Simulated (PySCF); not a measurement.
Molecule: Ge(H)(Et)(NH2)2, SMILES [NH2][GeH]([NH2])[CH2]C (C₂H₁₀GeN₂). Atoms near the plane z = 1.0 Å, at the GFN2-xTB optimised geometry (x, y, z in Å): Ge1 (-1.4, -0.1, 0.0), N2 (-2.0, -0.9, 1.6), N3 (-2.3, 1.5, 0.0), C4 (0.6, -0.1, 0.0), C5 (1.2, -1.5, 0.0), H7 (-1.7, -1.8, 1.8), H8 (-3.0, -0.8, 1.7), H9 (-2.2, 2.0, 0.9), H11 (0.9, 0.4, 0.9), H14 (2.3, -1.5, -0.1), H15 (0.9, -2.1, 0.8).

Level of theory: PBE0/def2-TZVP (PySCF). The values are rescaled to run from 0 to 1.

```
|88888888888888888888888888888|
|88888888888888888888888888888|
|88888888888888888888888888888|
|88888888888888888888888888888|
|88899988888888888888888888888|
|88999998888888888888888888888|
|89999998888888888888888888888|
|99999999888888888888888888888|
|99999999888888888888888888888|
|99999999878888888888888888888|
|99999999888888888888888888888|
|99999999888888888888888888888|
|89999999888888889998888888888|
|88899999999998899998888888888|
|88888888999999999998888888888|
|88887776799999998888888888888|
|88877643478999988888888888888|
|88876520047899988888888888888|
|88876531147888888888888888888|
|88877643457888888888888888888|
|88887765567888888998888888888|
|88888777777888888998888888888|
|88888887788888888888888888888|
|88888888888888888888888888888|
|88888888888888888888888888888|
|88888888888888888888888888888|
|88888888888888888888888888888|
|88888888888888888888888888888|
|88888888888888888888888888888|
```
Scale: ten equal steps from 0.000 (start of '0') to 1.00 (end of '9'), in the order '0123456789'; x runs from -4.50 to 4.50, y from -4.50 (bottom) to 4.50 (top).

### Question
Which quantity is mapped?
A) electron localisation function
B) deformation density (molecule minus spherical neutral atoms)
C) log10 of the electron density
D) an orbital amplitude

### Answer
D, an orbital amplitude. In full: HOMO−1 amplitude (bohr^(-3/2)).
